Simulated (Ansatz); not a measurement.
Ideal-gas functions of CH4FIOSi, SMILES `FC(I)O[SiH3]` at 298.15 K and 1 bar, from an Ansatz frequency run at PBE0-D4/def2-TZVP.

Molar mass 206.03 g/mol, point group C1 (symmetry number 1), electronic degeneracy 1, moments of inertia 119.856, 490.54, 558.629 u Å². Harmonic wavenumbers (cm⁻¹, unscaled): 56, 85, 146, 260, 277, 586, 612, 710, 742, 751, 937, 948, 956, 1059, 1213, 1292, 1372, 2256, 2264, 2279, 3146.

Use S(trans) = R[1.5 ln M + 2.5 ln T − 1.1517]; rotational temperatures θ = 24.2544 K / I; S(rot) = R[ln(√π/σ · √(T³/θAθBθC)) + 1.5]; for each mode x = 1.438777 ν̃/T, S = R[x/(eˣ − 1) − ln(1 − e⁻ˣ)] and H = RT x/(eˣ − 1); 1 cm⁻¹ = 0.0119627 kJ/mol; R = 8.31446 J/(mol·K).

By hand: the entropy, in J/(mol·K).

Translation 175.3. Rotation: θ = 0.2024, 0.0494, 0.0434 K, giving 120.5. Vibration, mode by mode: 19.22, 15.78, 11.40, 6.95, 6.49, 1.98, 1.80, 1.23, 1.09, 1.05, 0.50, 0.48, 0.47, 0.31, 0.16, 0.12, 0.08, 0.00, 0.00, 0.00, 0.00, in all 69.1. Electronic 0.0. Sum 364.9 J/(mol·K).

By hand: H − E and G − E in kJ/mol, counted from the electronic energy.

Zero-point energy ½ × 21947 × 0.0119627 = 131.3; thermal vibration 10.5; translation, rotation and pV give 4 RT = 9.9. H − E = 151.7 kJ/mol, and G − E = 151.7 − 298.15 × 364.9/1000 = 42.9 kJ/mol.

Vibration gives 19 % of the entropy, 46.4 J/(mol·K) of it from the modes under 150 cm⁻¹: soft modes count most, and the harmonic formula is weakest for them. The sum counts one conformer and one mirror image; others add a mixing term.
